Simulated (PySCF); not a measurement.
# Ionisation energy of Al⁺ by level of theory

Al⁺ [Ne] 3s2 (1S) → Al²⁺ [Ne] 3s1 (2S), as a difference of total energies. Calculation: PySCF 2.14, in aug-cc-pVTZ-DK (6s5p3d2f, 50 functions); the spin-free X2C one-electron Hamiltonian (Gaussian nucleus). Correlated levels: valence: [Ne] frozen. The calculations carry no spin-orbit coupling.

```json
{"method": "UHF", "ionisation energy (eV)": "17.551"}
{"method": "MP2 (valence)", "ionisation energy (eV)": "18.307"}
{"method": "SCS-MP2 (valence)", "ionisation energy (eV)": "18.458"}
{"method": "CCSD (valence)", "ionisation energy (eV)": "18.624"}
```

Errors of the correlated levels include the incompleteness of this basis and the frozen core.

With two correlated electrons CCSD is exact in that space.

Which method comes closest to the reference value, and which is furthest?

The reference is 18.829 eV (measured; NIST Atomic Spectra Database, ionization energies). Closest: CCSD (valence) (error -0.205 eV); furthest: UHF (error -1.278 eV).
